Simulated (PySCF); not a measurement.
C₆ coefficients of unlike pairs at UHF

Calculated with PySCF 2.14 from the dipole response of each species, C₆(A,B) = (3/π) ∫ α_A(iu) α_B(iu) du, in atomic units, from isotropic polarisabilities. For ions this is the dispersion term alone; charge-induced terms of lower order in 1/R come first.

```csv
species,configuration,basis,relativity,α (bohr³),C₆ (like pair)
Cr⁺,[Ar] 3d5 (6S),"aug-cc-pVTZ with one added diffuse shell each of s, p, d, f, g type (9s8p6d4f3g)",none,9.039,32.64
Cu³⁺,[Ar] 3d8 (3F),"aug-cc-pVTZ-PP with one added diffuse shell each of s, p, d, f, g type with ECP10MDF (7s7p6d4f3g)",core potential,1.393,3.133
K⁺,[Ar] (1S),dyall-av3z (25s18p5d2f),none,5.394,23.09
Rh,[Kr] 4d8 5s1 (4F),aug-cc-pwCVDZ-PP with ECP28MDF (6s6p5d3f),core potential,89.19,790.8
```

(1) Estimate C₆ for Cu³⁺ with Cr⁺.

No spin-orbit coupling is included.

The other pairs:

```
    pair     C₆
 K⁺, Cr⁺  26.85
 Rh, Cr⁺  137.7
  Rh, K⁺  100.9
K⁺, Cu³⁺  7.888
Rh, Cu³⁺  29.93
```

Answers

(1) The integral gives 8.962. The combination rule 2 C_A C_B / (C_A α_B/α_A + C_B α_A/α_B) gives 8.067 and the geometric mean 10.11.
